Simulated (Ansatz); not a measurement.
Tuning the range parameter of LC-ωPBE so that −HOMO meets the ionisation energy; basis def2-TZVP, Ansatz. System: MoOF4. Total charge 0; singlet. Geometry: PBE-D4/def2-SVP. The ionised state is a doublet.

Geometry of the singlet:

```xyz
6

Mo   -0.012    0.033    0.024
O    -0.492    1.321    0.967
F    -1.586   -0.700   -0.625
F     0.038   -1.416    1.179
F     1.838    0.023    0.130
F     0.214    0.739   -1.675
```

In the def2 sets Mo takes a core potential; there is no spin–orbit coupling.

```
ω (1/bohr)  HOMO (eV)  LUMO (eV)  vertical IE (eV)  HOMO + IE (eV)
       0.1     -11.58      -4.44             13.53            1.94
      0.15     -12.26      -3.91             13.67            1.41
       0.2     -12.88      -3.53             13.84            0.96
```

Estimate the row for 0.3 bohr⁻¹.


| ω (1/bohr) | HOMO (eV) | LUMO (eV) | vertical IE (eV) | HOMO + IE (eV) |
| --- | --- | --- | --- | --- |
| 0.3 | -13.92 | -3.10 | 14.20 | 0.27 |

Where does the tuning condition hold?

Not within the range that was run.
